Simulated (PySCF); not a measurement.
This PySCF input asks for the NMR shieldings of SMILES C[SiH](P1[C@H](C)[C@H]1[SiH3])C, C$_{5}$H$_{15}$PSi$_{2}$; the geometry comes from GFN2-xTB.

```python
import basis_set_exchange as bse
import numpy as np
from pyscf import gto, dft
from pyscf.prop import nmr

atoms = """
C    -1.243465   -1.902727   -0.490542
C    -1.565176   -0.676836    0.324245
C    -1.555650    0.685493   -0.300246
Si   -2.988290    1.872316    0.007991
P    -0.302581    0.457781    1.064571
Si    1.576511    0.052107   -0.124510
C     2.410491   -1.549316    0.489717
C     2.721223    1.529373    0.236896
H    -0.446666   -1.706465   -1.203637
H    -0.940629   -2.727225    0.153000
H    -2.131943   -2.212464   -1.042885
H    -2.387964   -0.849649    1.017234
H    -1.114300    0.722382   -1.292375
H    -4.093938    1.485459   -0.876622
H    -3.415058    1.771117    1.403174
H    -2.549719    3.234275   -0.297605
H     1.396361   -0.032744   -1.592714
H     2.566366   -1.507080    1.564086
H     3.379009   -1.686463    0.019517
H     1.811561   -2.430128    0.281089
H     3.695082    1.389262   -0.220851
H     2.870387    1.651511    1.305929
H     2.303636    2.457005   -0.142443
"""
names = dict.fromkeys(["C", "Si", "P", "H"], "pcSseg-1")
basis = {el: gto.basis.parse(bse.get_basis(n, elements=[el], fmt="nwchem")) for el, n in names.items()}
mol = gto.M(atom=atoms, basis=basis, charge=0, verbose=0)
mf = dft.RKS(mol, xc="PBE0")
mf.grids.level = 2
mf.grids.alignment = dft.numint.BLKSIZE   # the property module wants whole blocks of grid points
mf.conv_tol = 1e-9
mf.kernel()

calc = nmr.RKS(mf)   # GIAO
C = mf.mo_coeff
Co = C[:, mf.mo_occ > 0]
resp = mf.gen_response(singlet=True, hermi=2)
def vind(x):   # induced exchange potential for any number of trial vectors
    d = np.einsum("pi,xij,qj->xpq", C, 2 * x.reshape(-1, C.shape[1], Co.shape[1]), Co, optimize=True)
    return np.einsum("xpq,pi,qj->xij", resp(d - d.transpose(0, 2, 1)), C, Co, optimize=True).ravel()
mo1, _ = nmr.rhf.solve_mo1(calc, with_cphf=vind)
sigma = calc.kernel(mo1)
for i, s in enumerate(sigma):   # ppm
    print("%2d %-2s %9.2f" % (i, mol.atom_pure_symbol(i), np.trace(s) / 3))
```

**Question.** Give the expected output.

**Answer.** 
```
 0 C     163.98
 1 C     160.95
 2 C     174.60
 3 Si    411.68
 4 P     597.53
 5 Si    354.86
 6 C     188.44
 7 C     188.44
 8 H      30.97
 9 H      29.70
10 H      29.56
11 H      30.30
12 H      31.18
13 H      27.30
14 H      28.44
15 H      27.49
16 H      27.41
17 H      31.54
18 H      31.55
19 H      31.46
20 H      31.48
21 H      31.44
22 H      31.43
```

These numbers come from an equivalent density-fitted implementation of the same equations, which agrees with the script to about 0.01 ppm for H and up to a few tenths of a ppm for heavy atoms, so last digits may differ.

Size and cost of the density-fitted run: 232 basis functions, 82 s wall time on 1 thread of an Arm Neoverse N1, shared host; peak memory 1.1 GiB.
